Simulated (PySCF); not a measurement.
# Fractional electron number in Ni- (nickel, charge -1)

The 3d beta orbital of [Ar] 3d9 4s2 is emptied in steps (occupation f), with all orbitals relaxed, ending at [Ar] 3d8 4s2. Computed with PySCF 2.14 in aug-pcseg-2, with the non-relativistic Hamiltonian (point nucleus). The exact energy is a straight line in f; departures are measured from the line between the end points of the same method.

| f | LDA (eV) | PBE (eV) |
| --- | --- | --- |
| 1 | 0.000 | 0.000 |
| 0.8 | -0.764 | -0.709 |
| 0.6 | -1.193 | -1.107 |
| 0.4 | -1.238 | -1.147 |
| 0.2 | -0.853 | -0.789 |
| 0 | 0.000 | 0.000 |

```csv
method,E(f=0) − E(f=1) (eV),−ε at f=1 (eV),−ε at f=0.4 (eV)
LDA,2.638,-1.935,3.455
PBE,2.086,-2.156,2.848
```

Orbital energy along the path (eV):

```
  f     LDA     PBE
  1   1.935   2.156
0.8   0.390   0.720
0.6  -1.408  -0.954
0.4  -3.455  -2.848
0.2  -5.704  -4.929
  0  -8.125  -7.158
```

At f = 1 the orbital energy is positive for LDA, PBE: only the finite basis holds the electron.

Reference removal energy between the ground levels: 1.157 eV (measured; photodetachment measurements, as compiled on the Wikipedia data page of electron affinities). The calculation has no spin-orbit coupling. The determinant left behind need not be the lowest term of the ion.
